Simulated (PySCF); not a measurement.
Compound: C3H3BrN2.
Structure used (PBE0-D3(BJ)/def2-SVP), in Å, numbered top down from 1:
```xyz
9
C3H3BrN2 angstrom
Br     1.5428   -0.9085   -0.3807
C     -0.3018   -1.1337   -0.5006
C     -1.0205   -2.3468   -0.5919
N     -2.3226   -2.1149   -0.6612
N     -2.4434   -0.7936   -0.6179
C     -1.2632   -0.1407   -0.5206
H     -0.6302   -3.3629   -0.6076
H     -3.3660   -0.3796   -0.6577
H     -1.1836    0.9424   -0.4736
```

Level of theory: PBE0-D3(BJ)/def2-SVP geometry optimisation, gas phase (PySCF 2.14.0).

Masses are those of the commonest isotopes; rigid-rotor values at the optimised geometry. 

(1) What are A, B and C (MHz)?

(2) What kind of rotor is it?

(3) What does the inertial defect say?

(4) List the rotational levels J(Ka,Kc) to J = 5 (cm⁻¹).

(5) Predict some low-J microwave lines.

Results:

(1) Ia = 52.78, Ib = 397.68, Ic = 450.46 u·Å²; 505379 MHz·u·Å²/I gives A = 9575, B = 1271, C = 1122 MHz.

(2) A near-prolate asymmetric top. Ray's parameter κ = (2B − A − C)/(A − C) = -0.965; −1 is the prolate and +1 the oblate limit.

(3) Planar: Δ = Ic − Ia − Ib = 0.00 u·Å². For a rigid frame Δ = −2 Σ m c², so it vanishes when all atoms lie in the ab plane; here none is more than 0.01 Å from it.

(4) Above 0(0,0):
J = 1: 1(0,1) 0.0798, 1(1,1) 0.3568, 1(1,0) 0.3618
J = 2: 2(0,2) 0.2394, 2(1,2) 0.5115, 2(1,1) 0.5264, 2(2,1) 1.3573, 2(2,0) 1.3574
J = 3: 3(0,3) 0.4785, 3(1,3) 0.7434, 3(1,2) 0.7732, 3(2,2) 1.5968, 3(2,1) 1.5971, 3(3,1) 2.9941, 3(3,0) 2.9941
J = 4: 4(0,4) 0.7971, 4(1,4) 1.0526, 4(1,3) 1.1023, 4(2,3) 1.9160, 4(2,2) 1.9169, 4(3,2) 3.3135, 4(3,1) 3.3135, 4(4,1) 5.2697, 4(4,0) 5.2697
J = 5: 5(0,5) 1.1949, 5(1,5) 1.4390, 5(1,4) 1.5134, 5(2,4) 2.3149, 5(2,3) 2.3172, 5(3,3) 3.7128, 5(3,2) 3.7128, 5(4,2) 5.6689, 5(4,1) 5.6689, 5(5,1) 8.1840, 5(5,0) 8.1840
Those of J = 1 are B + C, A + C and A + B.

(5) The dipole components are |μa| = 1.14 D, |μb| = 2.27 D, |μc| = 0.00 D; the mirror of this Cs structure is the ab plane, so μc vanishes by symmetry and there are no c-type lines. The squared components, which scale the intensities, stand as 0.25 : 1.00 (a : b). Some lines, for components of 0.1 D or more:

```tsv
type	branch	J(Ka,Kc)	MHz	lower level (cm⁻¹)
a	Q	2(1,1) ← 2(1,2)	447	0.511
a	R	1(0,1) ← 0(0,0)	2393	0.000
a	R	2(1,2) ← 1(1,1)	4637	0.357
a	R	2(0,2) ← 1(0,1)	4783	0.080
a	R	2(1,1) ← 1(1,0)	4934	0.362
b	Q	1(1,0) ← 1(0,1)	8453	0.080
b	Q	2(1,1) ← 2(0,2)	8604	0.239
b	R	1(1,1) ← 0(0,0)	10697	0.000
b	R	2(1,2) ← 1(0,1)	12940	0.080
b	Q	2(2,0) ← 2(1,1)	24913	0.526
b	Q	2(2,1) ← 2(1,2)	25358	0.511
b	R	2(2,1) ← 1(1,0)	29846	0.362
b	R	2(2,0) ← 1(1,1)	29997	0.357
```

Whether it is a minimum is left open (no frequencies). Constants of a rigid frame at the computed geometry: no zero-point averaging, no centrifugal distortion. Quadrupole hyperfine structure (14N, 79Br) is left out.
